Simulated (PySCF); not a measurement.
Vertical excitations of a molecule C₃H₂F₃, multiplicity 2 from TDA-PBE/def2-SVPD (PySCF), as energy in eV (oscillator strength): 3.78 (0.001), 4.17 (0.000), 4.74 (0.003), 5.24 (0.001), 5.28 (0.000), 6.09 (0.469), 6.14 (0.000), 6.58 (0.000), 6.73 (0.005), 6.74 (0.022). Geometry: r2SCAN-D4/def2-SVP. The values are those of a single conformer.

### Question
Identify the compound among the candidates.
(A) C=C(F)[C](F)F
(B) [CH]=CC(F)(F)F
(C) F/C=C/[C](F)F
(D) C=[C]C(F)(F)F

### Answer
C, F/C=C/[C](F)F
